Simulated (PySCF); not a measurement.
SnF3, SMILES [F][Sn]([F])[F], multiplicity 2. Geometry optimised at PBE-D3(BJ)/def2-SVP. The spin state was assumed, not searched. The isomer is the one that the SMILES or the coordinates give; other isomers of the formula were not compared. The def2 effective core potentials stand for the cores of Sn; spin–orbit coupling is left out.

All values below come from PBE-D3(BJ)/def2-SVP (PySCF).

Harmonic wavenumbers (cm⁻¹): 137, 137, 161, 565, 592, 592. Rotational constants (GHz): 4.369, 4.369, 2.701; symmetry number 3.

Q: Work out the zero-point energy and the ideal-gas rigid-rotor harmonic-oscillator thermochemistry at 298.15 K and 1 atm.

A: ZPE = ½ Σ hcν = ½ × 2183 cm⁻¹ = 3.12 kcal/mol. H − E(el) = 7.04 kcal/mol. Entropy in cal/(mol K): translation 41.40, rotation 24.05, vibration 9.67, spin 1.38, total 76.50. G − E(el) = -15.77 kcal/mol. Cp = 16.88 cal/(mol K). Modes under 150 cm⁻¹ make the vibrational entropy uncertain.
